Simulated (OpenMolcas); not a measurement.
# Ru2+: moving or changing the point charges

Ru2+ among 4 point charges of -1 e arranged as a tetrahedron (Td), 1.9 Å from the ion.
```
   1.0970    1.0970    1.0970  -1.00
   1.0970   -1.0970   -1.0970  -1.00
  -1.0970    1.0970   -1.0970  -1.00
  -1.0970   -1.0970    1.0970  -1.00
```

- Program: OpenMolcas 26.06
- Method: CASSCF
- Basis: ANO-RCC-VDZP [6s5p3d1f]
- Scalar Hamiltonian: DKH2, point nucleus
- Active space: 6 electrons in 5 orbitals (4d)
- State averaging: 2S+1 = 5 even, 5 roots; 2S+1 = 3 even, 45 roots; 2S+1 = 1 even, 50 roots
- Spin-orbit coupling: state interaction with AMFI integrals over the reference wave functions

Runs around this geometry, states (labels of Td). Energies in cm-1 above the lowest state or level, χT in cm3 K/mol; 10Dq and B are least-squares fits to the states below 45000 cm-1, weighted by degeneracy, with a free offset, and given where the rms deviation is under 5 % of |10Dq| (or 100 cm-1) and under 700 cm-1; 10Dq is negative for this site.

```tsv
R (Å)	q (e)	Ground state	First state of that spin	10Dq	B (rms of fit)	First gap with spin-orbit (degeneracies)	χT at 300 K	First state of another spin
1.9	-0.8	5E	5T2 2607			86.3 (1, 3)	4.368	3T1 15898
1.81	-1	5E	5T2 3544	-3376	819 (97)	83.5 (1, 3)	4.044	3T1 15094
1.9	-1	5E	5T2 3024			85.5 (1, 3)	4.208	3T1 15548
2.03	-1	5E	5T2 2404			86.3 (1, 3)	4.454	3T1 16019
```

Taking the first state of the same spin as R^-n, n = -ln(2404 / 3544) / ln(2.03 / 1.81) = 3.4 between the shortest and longest distance.

Scaling the charges by -0.8 / -1 = 0.80 scales the first state of the same spin by 2607 / 3024 = 0.86; with fixed orbitals a first-order splitting would follow the charge.

An orbital doublet at a regular site is open to a Jahn-Teller distortion, which this geometry leaves out. Without dynamic correlation the repulsion within the d shell is too large (B by tens of per cent), so at a given field states of lower spin stand too high. Point charges give a weaker field than real ligands, and real ions of this kind are as a rule low spin; the high spin found here belongs to the model. The ground term spreads over less than 5000 cm-1, several times less than with real ligands, so orbital moments are less quenched and χT lies further from the spin-only value than at real sites. This is an electrostatic model: the charges have no orbitals. No measured value stands beside these numbers.
